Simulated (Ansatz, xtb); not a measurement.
**Two isomers of H7NOSi2Sn**

We compare I, `[SiH3]O[SiH2][NH][SnH]`, a singlet, with II, `[SiH3][NH][Sn][O][SiH3]`, a singlet. Both are isolated molecules in the gas phase, relaxed with PBE0-D4/def2-SVP; each stands in its lowest conformer found.

Problem. Estimate E(II) − E(I) at the level CCSD(T)/def2-SVP + ΔMP2/def2-TZVPP.

Solution. Calculated at CCSD(T)/def2-SVP + ΔMP2/def2-TZVPP: E(II) − E(I) = +17.1 kJ/mol, so structure I lies lower.

How the difference moves with the method:

| level | geometry | E(II) − E(I) (kJ/mol) | departure from the last row (kJ/mol) | job, with rough time for the two |
| --- | --- | --- | --- | --- |
| PBE0-D4/def2-SVP | PBE0-D4/def2-SVP | +16.5 | −0.6 | optimisation, 5.8 min |
| HF/def2-SVP | PBE0-D4/def2-SVP | +28.3 | +11.2 | part of the CCSD(T) run |
| MP2/def2-SVP | PBE0-D4/def2-SVP | +8.0 | −9.1 | part of the CCSD(T) run |
| CCSD(T)/def2-SVP | PBE0-D4/def2-SVP | +12.1 | −5.0 | single point |
| CCSD(T)/def2-SVP + ΔMP2/def2-TZVPP | PBE0-D4/def2-SVP | +17.1 |  | single point, 86 s |

As drawn, II has 1 O–Sn, 1 Si–H in place of 1 O–Si, 1 Sn–H.

The levels shown agree on the order. The largest departure from CCSD(T)/def2-SVP + ΔMP2/def2-TZVPP is that of HF/def2-SVP, 11.2 kJ/mol. Levels run at GFN2-xTB geometries aren't shown. The last row adds to CCSD(T) the change of the MP2 difference between the two basis sets, here +5.0 kJ/mol.

With thermal terms from frequencies at re-optimised GFN2-xTB minima (ideal gas, soft modes damped towards free rotors, one conformer each, 298.15 K, 1 atm): the zero-point term adds +0.7 kJ/mol; ΔH is +19.5 and ΔG +14.4 kJ/mol.

The correlated steps freeze 16 core orbitals; the filled d shell of Sn is correlated, in a basis made for valence electrons. Atoms past krypton carry core potentials in the def2 sets and no spin–orbit term is included. Codes used: Ansatz 0.2.0, xtb 6.7.1; the last row on 2 threads of Arm Neoverse V1 on a shared host.
